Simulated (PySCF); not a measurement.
BeClGeH3. Atoms are numbered in the order given.

```xyz
6

Be     0.0000     0.0000    -0.8539
Cl     0.0000     0.0000    -2.6553
Ge     0.0000     0.0000     1.3375
H      1.2357     0.7134     1.9188
H     -1.2357     0.7134     1.9188
H      0.0000    -1.4269     1.9188
```
Charge 0, spin multiplicity 1.

Coordinates come from a PBE0-D3(BJ)/def2-TZVP optimisation.

Level of theory: PySCF with r2SCAN/def2-TZVPD.

The molecule is in vacuum.

The total energy comes out as -2553.78020 hartree, the point group comes out as C3v and the highest occupied level comes out as -7.42 eV. The lowest empty level is -1.60 eV and the orbital gap comes out as 5.82 eV. The dipole moment is 0.025 e·Å, the quadrupole, principal values (traceless, Buckingham form, about the centre of nuclear charge) is -6.12, 3.06, 3.06 D·Å and the mean static polarisability is 66.2 bohr³ (9.81 Å³). The polarisability, principal values is 57.8, 57.8, 83.1 bohr³.
